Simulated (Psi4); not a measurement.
Setting up doublet [GeHF3]− in Psi4

[GeHF3]−: 5 atoms, total charge -1, spin state doublet. As SMILES of the parent species, `[F][GeH]([F])[F]`. Geometry: optimised at PBE0/def2-SVPD. The run starts from this shape.

| atom | x (Å) | y (Å) | z (Å) |
| --- | --- | --- | --- |
| F | -0.2479 | -0.7407 | 1.4939 |
| Ge | 0.1003 | -0.0092 | -0.0249 |
| F | -0.6748 | 1.5278 | -0.0127 |
| F | -0.7270 | -0.9472 | -1.2069 |
| H | 1.5897 | 0.0900 | -0.2921 |

Settings wanted:

- task: optimise
- method: DFT
- functional: PBE0
- basis set: def2-SVPD
- reference: UKS
- integrals: df
- integral approximation: program's default
- frozen core orbitals: 0
- integration grid: 75 radial × 302 angular
- symmetry: c1
- threads: 1
- geom maxiter: 50

Task: Give a Psi4 1.11 job that does this.

Result: One that was run (others would do as well):

calc.inp:
```
memory 1600 MB

molecule {
  -1 2
  F     -0.247936    -0.740656     1.493928
  Ge     0.100344    -0.009208    -0.024931
  F     -0.674804     1.527824    -0.012666
  F     -0.726959    -0.947206    -1.206879
  H      1.589744     0.089996    -0.292078
  units angstrom
  symmetry c1
}

set basis def2-SVPD
set reference uks
set geom_maxiter 50

optimize("pbe0")
```

```bash
$ psi4 -n 1 calc.inp calc.out
```

Calculated total energy at the end of the run: -2376.24982 Eh.
